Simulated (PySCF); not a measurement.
**[Ti(H)4] (charge 0, multiplicity 1)**

Method: PBE-D3(BJ)/def2-TZVP // TPSS-D3(BJ)/def2-SVP in PySCF.

| Quantity | Value |
|---|---|
| HOMO | -7.43 eV |
| dipole moment | 0.00 D |
| HOMO–LUMO gap | 3.12 eV |
| LUMO | -4.31 eV |
| charge on the central atom (Mulliken) | 0.55 e |
| charge on the central atom (meta-Löwdin) | 0.92 e |
| total energy | -851.5111 Ha |
| cost | roughly 17 core-seconds |

```xyz
5

Ti     0.0007    -0.0010     0.0005
H     -0.0205    -0.6952     1.5506
H     -0.8083    -1.0230    -1.0888
H     -0.7775     1.5082     0.0454
H      1.6090     0.2062    -0.5052
```
Charge 0, spin multiplicity 1.
